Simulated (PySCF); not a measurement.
Species: C₇H₇PSe.
SMILES with atom numbers: `[CH:1]#[C:2][P@:3]1(=[Se:4])[C:5]([CH3:6])=[C:7]1[CH:8]=[CH2:9]` (hydrogens: H10 on C1; H11, H12, H13 on C6; H14 on C8; H15, H16 on C9)

Level: PBE0/def2-SVPD in PySCF, non-relativistic, on one gas-phase PBE0-D3(BJ)/def2-SVP geometry that isn't relaxed in the solvent. The solvent is an IEF-PCM continuum (cavity from Bondi-type radii × 1.2), and excitations are vertical TDDFT with non-equilibrium linear response and a frozen core. Specific hydrogen bonds and non-electrostatic terms are outside this model. Spin–orbit coupling is left out although an atom past zinc is present.

Gas-phase singlets (H = HOMO, L = LUMO):

```tsv
state	E (eV)	λ (nm)	f	leading configurations
S1	3.247	382	0.001	H→L 99%
S2	3.472	357	0.005	H-1→L 99%
S3	4.133	300	0.002	H-1→L+1 97%
S4	4.295	289	0.040	H→L+1 83%, H→L+2 11%
S5	4.447	279	0.017	H→L+2 80%, H→L+1 10%
```

Task: Give the list for benzene (ε = 2.271), n² = 2.25.

Result: 
```tsv
state	E (eV)	λ (nm)	f	leading configurations	change by rank (eV)
S1	3.517	353	0.002	H→L 99%	+0.270
S2	3.780	328	0.009	H-1→L 98%	+0.308
S3	4.329	286	0.004	H-1→L+1 96%	+0.196
S4	4.425	280	0.055	H→L+1 72%, H→L+2 21%	+0.130
S5	4.547	273	0.045	H→L+2 71%, H→L+1 22%	+0.100
```

Task: The ground-state energy changes by -0.183 eV from gas to benzene. By how much does the total energy of gas-phase S1 change?

Result: E(S1) = E(S0) + excitation energy, so it changes by -0.183 + 0.270 = +0.087 eV: it isn't lowered at all, while the ground state is. This is the vertical state, with the slow part of the continuum still set for S0.

Task: How do the frontier levels move from gas to benzene?

Result: 
```tsv
orbital	gas (eV)	solvent (eV)	change (eV)	Löwdin shares, gas	Löwdin shares, solvent
LUMO+2	-0.35	-0.43	-0.08	Se4 27 %, C2 23 %, C1 22 %, P3 14 %	Se4 31 %, C2 21 %, C1 20 %, P3 15 %
LUMO+1	-0.84	-0.86	-0.02	C1 23 %, C2 21 %, P3 19 %, Se4 9 %	C1 22 %, C2 21 %, P3 20 %, Se4 9 %
LUMO	-1.79	-1.70	+0.09	C9 26 %, C5 19 %, C7 16 %, C8 16 %	C9 26 %, C5 19 %, C7 17 %, C8 15 %
HOMO	-6.08	-6.27	-0.19	Se4 70 %, P3 16 %, C5 5 %, C7 5 %	Se4 70 %, P3 16 %, C5 5 %, C7 5 %
HOMO-1	-6.19	-6.42	-0.23	Se4 75 %, P3 13 %	Se4 75 %, P3 12 %
HOMO-2	-7.67	-7.60	+0.07	C9 23 %, C5 18 %, C8 18 %, C7 14 %	C9 23 %, C8 18 %, C5 18 %, C7 13 %
HOMO-3	-8.34	-8.37	-0.03	C1 32 %, C2 31 %, P3 12 %, C5 6 %	C1 32 %, C2 31 %, P3 12 %, C5 6 %
```

The HOMO–LUMO gap goes from 4.29 to 4.57 eV.

Time: 66 s wall; peak memory 1.4 GiB. Hardware: Arm Neoverse V2, one thread, shared host with 96 logical CPUs at a one-minute load of 83. This is the whole response run at PBE0/def2-SVPD in benzene, SCF included.

The values belong to the conformer `[CH:1]#[C:2][P@:3]1(=[Se:4])[C:5]([CH3:6])=[C:7]1[CH:8]=[CH2:9]`: C5–C7–C8–C9 175°.
